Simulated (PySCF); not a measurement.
Titanium: a sound run and one with changed settings

Sound run: Ti⁺ [Ar] 3d2 4s1, Ti²⁺ [Ar] 3d2. Computed with PySCF 2.14 in def2-TZVP (6s4p4d1f, 45 functions), with no relativity, point nucleus. The sound run starts from symmetry-adapted Hartree-Fock orbitals and uses a fine grid where one is needed.

Changed run: 26 angular points. This setting is unsound on purpose.

| species | method | sound run (hartree) | changed run (hartree) | converged |
| --- | --- | --- | --- | --- |
| Ti⁺ | UHF | -848.19141 | -848.19141 | yes |
| Ti⁺ | M06-2X | -849.06388 | -849.05857 | yes |
| Ti⁺ | PBE | -848.85884 | -848.87386 | yes |
| Ti²⁺ | UHF | -847.71881 | -847.71881 | yes |
| Ti²⁺ | M06-2X | -848.56923 | -848.55804 | yes |
| Ti²⁺ | PBE | -848.34829 | -848.36511 | yes |

Ionisation energy of Ti⁺:

| method | sound run (eV) | changed run (eV) |
| --- | --- | --- |
| UHF | 12.860 | 12.860 |
| M06-2X | 13.460 | 13.620 |
| PBE | 13.893 | 13.844 |

A coarse angular grid integrates products of high-l functions wrongly, so density functionals can shift, and the SCF can exploit the error; Hartree-Fock and MP2 need no grid.

For comparison, NIST gives 13.575 eV between the lowest levels.
